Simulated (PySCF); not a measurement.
C4H9F, SMILES C(C)[C@H](C)F.

The structure is a stationary point at PBE-D3(BJ)/def2-SVP. One conformer was computed; it need not be the lowest.

The numbers are results of PySCF with r2SCAN/def2-TZVP, not measurements.

Gas-phase values at a fixed geometry.

The total energy is -257.64899 hartree and the highest occupied level is -7.72 eV. The lowest empty level is 1.09 eV and the orbital gap is 8.81 eV. The dipole moment comes out as 1.88 D. The quadrupole, principal values (traceless, Buckingham form, about the centre of nuclear charge) is -5.02, 2.16, 2.86 D·Å and the mean static polarisability is 52.2 bohr³ (7.74 Å³). The polarisability, principal values is 48.5, 51.3, 56.8 bohr³.
